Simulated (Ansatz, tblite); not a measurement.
Cost and result up the ladder for `Brc1cccc2cc3ccccc3cc12` (24 atoms). Charge 0, multiplicity 1. Geometry: PBE0-D4/def2-SVP.

Cartesian coordinates in Å:
```
Br -1.696 3.653 -0.975
C -1.424 1.882 -1.574
C -1.932 1.524 -2.793
C -1.750 0.203 -3.282
C -1.068 -0.723 -2.542
C -0.526 -0.382 -1.268
C 0.175 -1.319 -0.502
C 0.711 -0.999 0.748
C 1.427 -1.948 1.538
C 1.939 -1.600 2.758
C 1.766 -0.280 3.263
C 1.085 0.657 2.535
C 0.536 0.335 1.258
C -0.164 1.275 0.496
C -0.700 0.956 -0.754
H -2.478 2.257 -3.389
H -2.164 -0.062 -4.257
H -0.925 -1.740 -2.915
H 0.304 -2.331 -0.895
H 1.559 -2.961 1.147
H 2.486 -2.335 3.353
H 2.182 -0.020 4.239
H 0.950 1.671 2.921
H -0.293 2.286 0.889
```

Ansatz on 4 threads of Arm Neoverse V1 on a shared host; xTB runs through tblite on one thread. Times are rough, summed over both states, and most runs start from the orbitals of an earlier one. PBE0-D4/def2-SVP serves as the yardstick here, not as an exact answer. The other state is a doublet.

The xTB rows come from tblite.

Raw xTB energies of ions are shifted by several eV.

```csv
level,functions,wall time,vertical IE (eV),difference from PBE0-D4/def2-SVP (eV)
GFN2-xTB,74,0.042 s,12.34,5.01
GFN1-xTB,83,0.045 s,13.05,5.73
PBE-D4/def2-SVP,273,20 s,7.15,-0.17
PBE0-D4/def2-SVP,273,43 s,7.32,0.00
```
